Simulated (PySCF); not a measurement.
The second ionisation energy along group 14

All values are computed (PySCF 2.14, energy differences of UHF-based or UKS calculations, no spin-orbit coupling). Values in eV. The last column holds reference values (NIST; (s) semi-empirical, (t) theoretical, else measured). Unmarked ones compare directly (S terms, centres of terms, or small fine structure); those marked * lie between the lowest fine-structure levels and include a spin-orbit shift.

| element | configurations | UHF | PBE | MP2 (valence) | SCS-MP2 (valence) | CCSD (valence) | CCSD(T) (valence) | reference |
| --- | --- | --- | --- | --- | --- | --- | --- | --- |
| C (cc-pVTZ, non-relativistic) | [He] 2s2 2p1 → [He] 2s2 | 24.146 | 24.830 | 24.356 | 24.316 | 24.191 | 24.222 | 24.378 |
| Si (cc-pV(T+d)Z, non-relativistic) | [Ne] 3s2 3p1 → [Ne] 3s2 | 15.823 | 16.392 | 16.086 | 16.075 | 16.203 | 16.233 | 16.322 |
| Ge (cc-pVTZ-PP with ECP10MDF, ECP) | [Ar] 3d10 4s2 4p1 → [Ar] 3d10 4s2 | 15.246 | 15.689 | 15.482 | 15.469 | 15.554 | 15.576 | 15.789 |
| Pb (cc-pVTZ-PP with ECP60MDF, ECP) | [Xe] 4f14 5d10 6s2 6p1 → [Xe] 4f14 5d10 6s2 | 13.185 | 13.694 | 13.367 | 13.354 | n/a | n/a | 13.869 |

Question: Fill in the row of Sn (cc-pVTZ-PP with ECP28MDF, ECP) ([Kr] 4d10 5s2 5p1 → [Kr] 4d10 5s2).

Answer: UHF 13.741; PBE 14.216; MP2 (valence) 13.946; SCS-MP2 (valence) 13.934; CCSD (valence) 14.012; CCSD(T) (valence) 14.030; reference 14.282 (eV).

"Valence" correlates the outer s and p shells and, in groups 3 to 12 and the f block, the outer d or f shell, open or full, or the next shell where the ion has no valence electron left; the wider scheme adds the next inner shell.
